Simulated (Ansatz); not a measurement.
Ansatz (a program for electronic structure) input for C2H6ClFSi2, SMILES C=C(F)[Si@H]([SiH3])Cl, ωB97X-V/def2-SVPD. Geometry optimised at PBE0-D3(BJ)/def2-SVP. The structure was generated by enumeration; whether it is a known compound was not checked. One conformer was computed; it need not be the lowest.

Ansatz 0.2 input:
```yaml
crystal:
  periodic: [false, false, false]
  atoms:
    - {symbol: C, position_ang: [2.22502702, 0.79988681, 0.81081799]}
    - {symbol: C, position_ang: [1.51734544, 0.26576481, -0.18053936]}
    - {symbol: F, position_ang: [1.95130934, 0.34851786, -1.45513888]}
    - {symbol: Si, position_ang: [-0.14100444, -0.62347547, -0.07324299]}
    - {symbol: Si, position_ang: [-1.72761735, 0.50492346, -1.37260469]}
    - {symbol: Cl, position_ang: [-0.74892385, -0.59463465, 1.91348746]}
    - {symbol: H, position_ang: [1.85572855, 0.72620306, 1.83475130]}
    - {symbol: H, position_ang: [3.17237592, 1.31069925, 0.61768548]}
    - {symbol: H, position_ang: [0.02892719, -2.04408470, -0.49347316]}
    - {symbol: H, position_ang: [-3.06088317, -0.15181049, -1.22498820]}
    - {symbol: H, position_ang: [-1.80625130, 1.91880002, -0.89886863]}
    - {symbol: H, position_ang: [-1.31350574, 0.47813986, -2.80794773]}
basis:
  gaussian:
    orbitals: def2-SVPD
hamiltonian:
  xc: {name: wB97X-V}
```

Output:

```
WARN ansatz: RAYON_NUM_THREADS=2 ignored (pool sized by the plan → 2); use --threads N
Functional definition: wB97X-V
integrals: 0.21 GiB planned
1657 factors; their error is unknown
integrals: 0.24 GiB planned
686 factors; integrals over basis functions are off by at most 2.1e-5 eV
mean field: 2.08 GiB planned
mean field evaluation 1: about -33146.5864 eV, gradient 3.2e1 eV
mean field evaluation 2: about -33147.8192 eV, gradient 2.5e1 eV
mean field evaluation 4: about -33149.1466 eV, gradient 1.7e0 eV
mean field evaluation 8: about -33149.1600 eV, gradient 1.4e-1 eV
mean field evaluation 16: about -33149.2802 eV, gradient 1.4e-4 eV
mean field -33149.28017097 eV, -1218.2135768939 hartree, gradient 4.5e-5 eV, S^2 0.000000; 0 other end points of the search recorded, 0 dependent functions left out
reference -33149.28016817 eV, -1218.2135767911 hartree; 36, 36 occupied and 150, 150 virtual orbitals, 1657 factors
Total energy: -33149.28016817 eV, -1218.2135767911 hartree
```

The run converged.

Cost: about 40 core-seconds (a rough figure).
